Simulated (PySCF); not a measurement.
Species: (F2B-mu-SH)2.
Structure used (PBE0-D3(BJ)/def2-SVP), in Å, numbered top down from 1:
```
atom  x, y, z in Å
B1     1.3186   -0.1818    0.3449
F2     2.0445   -1.0178   -0.4167
F3     1.9183    0.4205    1.3785
S4    -0.3651   -1.0752    1.0155
B5    -1.2391    0.5145    0.1201
F6    -1.6167    1.3879    1.0621
F7    -2.1521    0.1126   -0.7794
S8     0.4157    1.2260   -0.7933
H9    -0.5065   -1.9143   -0.0332
H10    0.3070    0.4507   -1.8940
```

Computed, not measured: TDDFT CAM-B3LYP/def2-SVPD, vertical, gas phase, core orbitals frozen in the response (PySCF).

Transition dipole moments from the ground state, in atomic units and in the frame of the coordinates above (overall signs are arbitrary), for the states with f of 0.002 or more among the lowest 10:

| state | E (hartree) | μx | μy | μz |
| --- | --- | --- | --- | --- |
| S4 | 0.2800 | 0.016 | 0.104 | 0.145 |
| S5 | 0.2871 | 0.028 | 0.087 | -0.069 |
| S7 | 0.3056 | -0.420 | -1.259 | 0.990 |
| S10 | 0.3283 | 0.194 | -0.063 | 0.025 |

Q: Work out the oscillator strengths.

A: f = (2/3) ΔE |μ|² with ΔE in hartree (27.2114 eV).

```tsv
state	|μ|² (au)	|μ| (D)	f
S4	0.032	0.46	0.006
S5	0.013	0.29	0.003
S7	2.741	4.21	0.558
S10	0.042	0.52	0.009
```

Q: The point group is C2v. Which irreducible representation does each state belong to?

A: Polarised along the twofold axis, so A1: S4. Polarised across the twofold axis, so B1 or B2: S5, S7 and S10. Which of B1 and B2 hangs on the choice of axes; S5 and S7 take one label and S10 the other.

Q: What peak molar absorption coefficient would the strongest computed level give as a lone Gaussian band 0.3 eV wide at half height?

A: ε(max) = 2.175×10⁸ f / FWHM, with the width in cm⁻¹. S7: 2.175×10⁸ × 0.5584 / 2420 ≈ 50000 L mol⁻¹ cm⁻¹.

All these states lie below the vertical ionisation energy of 11.04 eV (ΔSCF).

One conformer stands for the species.
